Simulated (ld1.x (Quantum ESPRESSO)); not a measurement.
# Building the RRKJ potential for potassium (K) (PBE, scalar-relativistic).

```
Element                 : K (Z = 19)
Generator               : ld1.x (Quantum ESPRESSO) 7.5
Type                    : norm-conserving RRKJ (Kleinman–Bylander form)
Functional              : PBE
Relativity              : scalar-relativistic
Frozen core             : [Ne]
Valence charge          : 9
Reference configuration : 3s2 3p6 3d0 4s0 4p0 (charge +1)
Partial waves           : 3p (bound): rc 1.85 bohr; 3d (bound, empty): rc 4.20 bohr; 3s (bound): rc 1.85 bohr
Local potential         : the s channel
Core correction         : none
rho0                    : 0.001
```

All-electron outer shells of the reference configuration (PBE, scalar-relativistic, ld1.x):

```json
{"shell": "2p", "level (eV)": "-286.28", "outermost node (bohr)": "–", "outermost maximum (bohr)": "0.26"}
{"shell": "3s", "level (eV)": "-41.45", "outermost node (bohr)": "0.48", "outermost maximum (bohr)": "1.08"}
{"shell": "3p", "level (eV)": "-24.88", "outermost node (bohr)": "0.45", "outermost maximum (bohr)": "1.15"}
{"shell": "4s", "level (eV)": "-6.22", "outermost node (bohr)": "1.56", "outermost maximum (bohr)": "3.51"}
{"shell": "3d", "level (eV)": "-3.81", "outermost node (bohr)": "–", "outermost maximum (bohr)": "1.76"}
{"shell": "4p", "level (eV)": "-3.75", "outermost node (bohr)": "1.81", "outermost maximum (bohr)": "4.34"}
```

Results:

- Cutoffs needed: 25 Ry and 50 Ry (the cutoffs (Ry, on a coarse ladder) from which the occupation-weighted sum of valence levels, in a spherical-Bessel basis at the reference potential, stays within 10 and 1 mRy of its value at 400 Ry)
- Ghost test: no extra level below or beside the all-electron valence levels (p, d, s, f tested) (spherical-Bessel basis up to 400 Ry, 20 bohr box)
- Largest excitation error: +447 meV (all-electron minus pseudo) for 3s2 3p5 3d0 4s1 4p0, out of 7 test configurations

Generation and tests took about 1.6 s on one core of a shared server CPU.
